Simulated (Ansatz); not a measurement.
Harmonic frequencies (cm⁻¹) at PBE0-D4/def2-TZVP from Ansatz: 128, 225, 314, 450, 725, 764, 819, 947, 1000, 1029, 1173, 1330, 1406, 1445, 1448, 1697, 2585, 2677, 3051, 3123, 3156.

(1) Which molecule is it?
A. `BC(C)=O`
B. `CC1BO1`
C. `CC(=N)S`
D. `BOCO`

Answers

(1) A.
